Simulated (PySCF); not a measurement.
Ge(F)(Cl)2(OH) (Cl2FGeHO), SMILES [OH][Ge]([F])([Cl])[Cl]. Atoms are numbered in the order given.

```xyz
6

O     -1.6112    -0.8826    -0.5840
Ge    -0.1918    -0.1327     0.1168
F     -0.2076    -0.3628     1.8307
Cl     1.5207    -1.1008    -0.6876
Cl    -0.1483     1.9835    -0.2067
H     -2.4341    -0.4336    -0.3394
```
Charge 0, spin multiplicity 1.

Geometry: B3LYP-D3(BJ)/def2-SVP. The structure was generated by enumeration, and PubChem lists no compound with its InChIKey, so it may never have been made. The values are those of a single conformer.

All values below come from ωB97X/def2-TZVP (PySCF).

ESP charges are fitted to the potential on shells at 1.4 to 2.0 van der Waals radii. Atomic charges (e):

```json
[
 {"atom": "O1", "ESP fit": "-0.54", "Mulliken": "-0.51", "Löwdin": "-0.20"},
 {"atom": "Ge2", "ESP fit": "0.45", "Mulliken": "0.94", "Löwdin": "-0.19"},
 {"atom": "F3", "ESP fit": "-0.21", "Mulliken": "-0.34", "Löwdin": "-0.12"},
 {"atom": "Cl4", "ESP fit": "-0.04", "Mulliken": "-0.21", "Löwdin": "0.18"},
 {"atom": "Cl5", "ESP fit": "-0.10", "Mulliken": "-0.23", "Löwdin": "0.15"},
 {"atom": "H6", "ESP fit": "0.44", "Mulliken": "0.34", "Löwdin": "0.18"}
]
```
